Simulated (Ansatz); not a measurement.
Basis sets compared for Cd(NH2)2 (CdN2H4). The state is a singlet with charge 0. Geometry r2SCAN-D4/def2-TZVP. Ansatz on 4 threads of Arm Neoverse V1 on a shared host; times are rough, and most runs start from earlier orbitals.

```xyz
7

Cd    0.0659   -0.0274   -0.0279
N    -0.0885   -1.7678    0.9646
H    -0.7633   -1.7116    1.7218
H    -0.4086   -2.5195    0.3602
N     0.4438    1.6187   -1.1168
H     1.1367    2.2140   -0.6714
H    -0.3861    2.1934   -1.2305
```

In the def2 sets Cd takes a core potential, while STO-3G treats all electrons; there is no spin–orbit coupling.

STO-3G and 6-31G are all-electron sets without relativity, so their totals don't compare with the def2 sets.

Binding counts from free atoms (Cd singlet, N quartet, H doublet) in the same basis, without a counterpoise term.

```csv
level,functions,energy (Eh),HOMO (eV),LUMO (eV),binding per atom (eV),wall time
HF/STO-3G,41,-5521.4170,-6.81,8.97,–,0.2 s
PBE-D4/def2-SVP,79,-279.4068,-5.10,-1.19,2.85,0.55 s
PBE0-D4/def2-SVP,79,-279.4008,-6.43,-0.39,2.75,0.7 s
```

Problem. Estimate the rows for HF/def2-TZVP, PBE-D4/def2-TZVP (with forces), PBE0-D4/def2-TZVP.

Solution. 
```csv
level,functions,energy (Eh),HOMO (eV),LUMO (eV),binding per atom (eV),wall time
HF/def2-TZVP,126,-278.1133,-9.86,1.81,1.65,0.45 s
PBE-D4/def2-TZVP (with forces),126,-279.5897,-5.40,-1.42,2.87,1 s
PBE0-D4/def2-TZVP,126,-279.5799,-6.69,-0.62,2.77,1.4 s
```
